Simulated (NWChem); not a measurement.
Species: GeSiH4S, singlet; SMILES [SiH3][Ge][SH]

```xyz
7

Ge    -0.7326     0.1809    -0.5674
S      0.8020     1.5009     0.4049
H      0.1494     2.6891     0.2163
Si     0.6713    -1.8169    -0.0893
H      1.9723    -1.5451     0.6245
H      0.9822    -2.5180    -1.3911
H     -0.1317    -2.7896     0.7428
```
Atoms are numbered in this order, from 1.

Level: PBE-D3(BJ)/def2-SVP (NWChem), optimised geometry, unscaled harmonic frequencies. Low-valent species are run as closed-shell singlets; no triplet was tried in these runs.

```json
[
 {"frequency (cm⁻¹)": "48", "IR intensity (km/mol)": "0.0"},
 {"frequency (cm⁻¹)": "116", "IR intensity (km/mol)": "0.6"},
 {"frequency (cm⁻¹)": "295", "IR intensity (km/mol)": "6.6"},
 {"frequency (cm⁻¹)": "326", "IR intensity (km/mol)": "0.7"},
 {"frequency (cm⁻¹)": "381", "IR intensity (km/mol)": "24.4"},
 {"frequency (cm⁻¹)": "446", "IR intensity (km/mol)": "5.9"},
 {"frequency (cm⁻¹)": "497", "IR intensity (km/mol)": "29.6"},
 {"frequency (cm⁻¹)": "724", "IR intensity (km/mol)": "29.2"},
 {"frequency (cm⁻¹)": "817", "IR intensity (km/mol)": "214.5"},
 {"frequency (cm⁻¹)": "895", "IR intensity (km/mol)": "22.8"},
 {"frequency (cm⁻¹)": "896", "IR intensity (km/mol)": "27.6"},
 {"frequency (cm⁻¹)": "2120", "IR intensity (km/mol)": "69.2"},
 {"frequency (cm⁻¹)": "2134", "IR intensity (km/mol)": "87.6"},
 {"frequency (cm⁻¹)": "2145", "IR intensity (km/mol)": "73.8"},
 {"frequency (cm⁻¹)": "2564", "IR intensity (km/mol)": "2.4"}
]
```

```
Item                                                                                Value
-----------------------------------------------------------------------  ----------------
zero-point energy                                                           20.6 kcal/mol
thermal correction to the enthalpy at 298.15 K (with zero-point energy)     25.1 kcal/mol
heat capacity Cv                                                         19.8 cal/(mol K)
entropy at 298.15 K and 1 atm (symmetry number 1)                        81.7 cal/(mol K)
dipole moment                                                                      1.42 D
```

Rigid rotor and harmonic oscillator; modes under 100 cm⁻¹ make the entropy uncertain.
